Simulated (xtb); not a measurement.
CH₃FO₃Si, SMILES O=CO[Si@@H](O)F. All values are semi-empirical tight-binding results from xtb (GFN2-xTB unless named), good for trends rather than for accurate numbers. Coordinates come from a GFN2-xTB optimisation. The structure was generated by enumeration; whether it is a known compound was not checked. Other conformers were not sampled.

Computed properties:
```yaml
orbital_gap: 4.85 eV
dipole_moment: 1.61 D
zero_point_energy: 30.2 kcal/mol
G − E(el) at 298.15 K (modified RRHO): 10.2 kcal/mol
static polarisability (D4 model): 59.0 bohr³
solvation energy, GFN2-xTB/ALPB(water): -2.9 kcal/mol
solvation energy, GFN2-xTB/ALPB(toluene): -2.9 kcal/mol
```
